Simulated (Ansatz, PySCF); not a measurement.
C6H4N2, SMILES c1ccncc1C#N. Atoms are numbered in the order given.

```xyz
12

N     -0.0112     3.1803     0.0000
C     -0.0188     2.0210     0.0000
C     -0.0227     0.5907     0.0000
C     -1.2230    -0.1320     0.0000
C     -1.1560    -1.5188     0.0000
C      0.1006    -2.1260     0.0000
N      1.2450    -1.4467     0.0000
C      1.1879    -0.1235     0.0000
H     -2.1804     0.3927     0.0000
H     -2.0636    -2.1251     0.0000
H      0.1834    -3.2188     0.0000
H      2.1385     0.4208     0.0000
```
Charge 0, spin multiplicity 1.

Geometry: PBE0-D3(BJ)/def2-SVP.

Two levels are set side by side: PBE-D3(BJ)/def2-SVP (Ansatz, an electronic-structure program) and PBE0-D3(BJ)/def2-SVP (Ansatz). Each level has its own optimised geometry; the coordinates shown are those of the second. Frequencies come from the Hessian of PySCF at each geometry. Differences are taken from unrounded values.

```tsv
quantity	PBE0-D3(BJ)	PBE-D3(BJ)	PBE-D3(BJ) minus PBE0-D3(BJ)
mean bond length (Å)	1.268	1.277	0.010
bond N1–C2 (Å)	1.159	1.174	0.015
bond C2–C3 (Å)	1.430	1.432	0.002
bond C3–C4 (Å)	1.401	1.413	0.012
bond C3–C8 (Å)	1.406	1.418	0.013
bond C4–C5 (Å)	1.388	1.398	0.009
bond C5–C6 (Å)	1.396	1.406	0.010
bond C6–N7 (Å)	1.331	1.343	0.012
bond N7–C8 (Å)	1.324	1.336	0.011
bond C4–H9 (Å)	1.092	1.100	0.008
bond C5–H10 (Å)	1.092	1.100	0.008
bond C6–H11 (Å)	1.096	1.105	0.009
bond C8–H12 (Å)	1.095	1.104	0.009
highest harmonic wavenumber (cm⁻¹)	3241	3146	-95
mean harmonic wavenumber (cm⁻¹)	1291	1244	-47
zero-point energy (kcal/mol)	55.36	53.34	-2.02
```

GGA bonds tend to be longer and softer than those of functionals with exact exchange. Differences between two approximate levels are no errors against the true value.
